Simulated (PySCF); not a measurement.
**Magnetic susceptibility: SMILES C=C/C=C/C=C/O[SiH3], C$_{6}$H$_{10}$OSi**

Geometry:
| atom | x (Å) | y (Å) | z (Å) |
| --- | --- | --- | --- |
| C1 | -4.360 | -0.139 | -0.571 |
| C2 | -3.174 | 0.437 | -0.385 |
| C3 | -1.945 | -0.292 | -0.232 |
| C4 | -0.749 | 0.294 | -0.045 |
| C5 | 0.481 | -0.425 | 0.108 |
| C6 | 1.662 | 0.177 | 0.294 |
| O7 | 2.801 | -0.519 | 0.434 |
| Si8 | 4.349 | -0.076 | 0.670 |
| H9 | -4.464 | -1.211 | -0.618 |
| H10 | -5.264 | 0.435 | -0.681 |
| H11 | -3.097 | 1.517 | -0.341 |
| H12 | -2.012 | -1.371 | -0.275 |
| H13 | -0.684 | 1.374 | -0.002 |
| H14 | 0.446 | -1.504 | 0.070 |
| H15 | 1.745 | 1.258 | 0.339 |
| H16 | 4.479 | 0.683 | 1.916 |
| H17 | 4.815 | 0.760 | -0.439 |
| H18 | 4.961 | -1.392 | 0.714 |

Computed, not measured: GIAO B3LYP/pcSseg-1 magnetisability, rotational g tensor and spin-rotation constants, non-relativistic, gas phase (PySCF). Geometry: GFN2-xTB.

Problem. What are the magnetisability and the molar susceptibility?

Solution. Isotropic -1134 × 10⁻³⁰ J/T², or -68.3 × 10⁻⁶ cm³/mol; principal values -1348, -1195, -860 × 10⁻³⁰ J/T², anisotropy 433 × 10⁻³⁰ J/T² (root of half the summed squared differences of the principal values). The susceptibility is in cgs units.

Problem. Split it along the inertial axes a, b, c into diamagnetic and paramagnetic parts about the centre of mass, with the quadrupole moment.

Solution. 
| axis | χ (10⁻⁶ cm³/mol) | diamagnetic (10⁻⁶ cm³/mol) | paramagnetic (10⁻⁶ cm³/mol) | summed x² of all electrons (Å²) | quadrupole Θ (D Å) |
| --- | --- | --- | --- | --- | --- |
| a | -71.9 | -198.5 | 126.6 | 684.6 | +6.01 |
| b | -51.8 | -2971.3 | 2919.5 | 31.1 | +2.77 |
| c | -81.2 | -3036.3 | 2955.1 | 15.7 | -8.78 |

Anisotropies 2χaa − χbb − χcc = -10.8 and 2χbb − χaa − χcc = +49.5 × 10⁻⁶ cm³/mol. Θ is traceless in Buckingham's convention.

Problem. And the rotational g tensor?

Solution. 
| axis | rotational constant (GHz) | g | nuclear part | electronic part |
| --- | --- | --- | --- | --- |
| a | 18.2520 | -0.2634 | 0.8223 | -1.0857 |
| b | 0.4164 | -0.0096 | 0.5616 | -0.5711 |
| c | 0.4090 | -0.0024 | 0.5654 | -0.5678 |

Asymmetric top; isotopes 12C, 1H, 16O, 28Si; no vibrational averaging.
